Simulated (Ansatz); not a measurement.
Pulling on the B1–H2 bond in BH3O (SMILES BO) (multiplicity 1 held, fragments rigid). Energies count from the point at 1.192 Å.
Geometry at that point (charge 0, multiplicity 1):
```xyz
5

B     -0.44836    -0.55342     0.06101
H     -0.33819    -1.33753     0.95180
H     -1.30243    -0.64193    -0.77342
O      0.44517     0.45958     0.02793
H      0.32104     1.06992    -0.70687
```

R- and RO- levels are restricted; in cc, def2 and unpolarised 6-31G sets they are followed outwards from rest. U- levels take the lowest unrestricted solution at each point, which mixes spins at long bonds. Active spaces are followed from a long bond inwards. Curves can end on different states.

Frozen-core correlation.

Codes used: Ansatz (a program for electronic structure). 

Energies in kJ/mol.

```
R (Å)  R-r2SCAN/cc-pVTZ  R-wB97X-V/cc-pVTZ  U-MP2/cc-pVTZ  CASSCF(2,2)/cc-pVTZ  FIC-MRCISD on CASSCF(2,2)/cc-pVTZ  FIC-MRCISD+Q on CASSCF(2,2)/cc-pVTZ
-----  ----------------  -----------------  -------------  -------------------  ---------------------------------  -----------------------------------
0.953               101                104            100                  112                                102                                  101
1.073                21                 22             19                   25                                 21                                   20
1.192                 0                  0              0                    0                                  0                                    0
1.311                13                 13             15                    9                                 13                                   13
1.430                44                 44             48                   36                                 44                                   45
1.609               105                107            114                   91                                106                                  107
1.788               172                177            186                  152                                172                                  173
2.086               275                289            328                  243                                270                                  273
2.384               362                386            401                  312                                346                                  350
2.741               443                483            435                  365                                404                                  409
3.218               518                581            449                  397                                441                                  446
3.814               573                667            453                  409                                454                                  460
```

Doubts at one or more of the structures used: a restricted determinant that unrestricted orbitals would lower (R-r2SCAN/cc-pVTZ, R-wB97X-V/cc-pVTZ); a spin-contaminated determinant (U-MP2/cc-pVTZ).
